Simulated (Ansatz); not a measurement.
Ge9NH16, a doped cluster cut from the lattice of germanium (N on a surface site), relaxed as a doublet with UKS r2SCAN-D4/def2-SVP in Ansatz, starting from the GFN2-xTB geometry. Force threshold 0.03 eV/Å.

Start:

```xyz
26

Ge    3.0181    0.2068    0.7331
Ge   -0.4134   -1.2137    2.4730
Ge   -0.4563    2.4079    1.1175
Ge    0.4421    0.8747   -2.2937
Ge   -2.8093   -0.4260   -0.6513
Ge    0.4944   -2.2132   -1.2560
Ge    1.0286    0.7418    2.1503
N     1.3295   -0.5491   -1.4637
Ge   -1.2919   -2.0195    0.3543
Ge   -1.4279    1.5430   -0.9328
H     4.2133    0.6194    1.7277
H     3.1168    1.5512   -0.0971
H     0.2418   -2.4206    3.1364
H    -1.6304   -1.0167    3.3774
H     0.2988    3.6833    0.7622
H    -1.5353    2.9529    2.0576
H     1.5657    1.8792   -2.4908
H     0.1136    0.3912   -3.7095
H    -4.0532   -0.1231    0.1709
H    -3.3919   -0.8588   -1.9876
H     1.6761   -3.0992   -0.8808
H     0.1182   -2.6821   -2.6651
H     1.2068    1.2036    3.6364
H     2.2122   -0.6889   -1.9401
H    -1.9436   -3.4086    0.3892
H    -2.1229    2.6645   -1.7175
```

Q: Estimate the energy that the relaxation releases and the steps that it takes.

A: 51.1 kJ/mol, in 9 steps; 64 s on 2 threads of AMD EPYC 7R13 on a shared host and a share (18 GiB) of an NVIDIA H100 80GB HBM3. The force fell under the threshold at step 8, but the optimiser went on. No frequencies were taken in this run, so the end may be a saddle point.

Q: Does the start keep its bonding and symmetry?

A: By distances, no bond broke or formed. The bond that changes most is Ge1–Ge7, from 2.50 to 2.42 Å (atoms count from 1).

Q: Predict the relaxed structure.

A: 
```tsv
atom	x (Å)	y (Å)	z (Å)
Ge1	2.9369	0.3815	0.9900
Ge2	-0.3992	-1.2996	2.4157
Ge3	-0.4958	2.4453	1.0661
Ge4	0.4545	0.8518	-2.4489
Ge5	-2.7653	-0.3331	-0.6003
Ge6	0.5590	-2.2480	-1.3180
Ge7	0.8603	0.7650	2.1803
N8	1.2989	-0.5576	-1.5722
Ge9	-1.2618	-2.0295	0.2690
Ge10	-1.3677	1.6037	-1.0367
H11	4.1410	0.3723	1.9700
H12	3.1987	1.4721	-0.0734
H13	0.5049	-2.3979	3.0115
H14	-1.5791	-1.0836	3.3866
H15	0.3472	3.7105	0.8126
H16	-1.6793	2.8407	1.9747
H17	1.5402	1.9260	-2.6448
H18	-0.0726	0.4166	-3.8396
H19	-3.8840	-0.0033	0.4074
H20	-3.4215	-0.8200	-1.9080
H21	1.7073	-3.1262	-0.7874
H22	0.0519	-2.8443	-2.6552
H23	1.1863	1.2656	3.6088
H24	2.2818	-0.6249	-1.8417
H25	-1.9815	-3.3890	0.4049
H26	-2.1612	2.7061	-1.7715
```
Bond lengths: 9 × Ge–Ge 2.42 to 2.43 Å; 2 × Ge–N 1.86 Å; 15 × Ge–H 1.54 to 1.55 Å; 1 × H–N 1.02 Å.
